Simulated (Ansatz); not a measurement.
Ideal-gas functions of Cu2, SMILES `[Cu][Cu]` at 400 K and 1 bar, from an Ansatz frequency run at PBE0-D4/def2-TZVP.

Molar mass 127.09 g/mol, point group D∞h (symmetry number 2), electronic degeneracy 1, moments of inertia 165.832 u Å². Harmonic wavenumbers (cm⁻¹, unscaled): 245.

Use S(trans) = R[1.5 ln M + 2.5 ln T − 1.1517]; rotational temperatures θ = 24.2544 K / I; S(rot) = R[ln(T/σθ) + 1]; for each mode x = 1.438777 ν̃/T, S = R[x/(eˣ − 1) − ln(1 − e⁻ˣ)] and H = RT x/(eˣ − 1); 1 cm⁻¹ = 0.0119627 kJ/mol; R = 8.31446 J/(mol·K).

**Question.** By hand: the entropy, in J/(mol·K).

**Answer.** Translation 175.4. Rotation: θ = 0.1463 K, giving 68.3. Vibration, mode by mode: 9.63, in all 9.6. Electronic 0.0. Sum 253.3 J/(mol·K).

**Question.** By hand: H − E and G − E in kJ/mol, counted from the electronic energy.

**Answer.** Zero-point energy ½ × 245 × 0.0119627 = 1.5; thermal vibration 2.1; translation, rotation and pV give 3.5 RT = 11.6. H − E = 15.2 kJ/mol, and G − E = 15.2 − 400 × 253.3/1000 = -86.1 kJ/mol.

Vibration gives 4 % of the entropy.
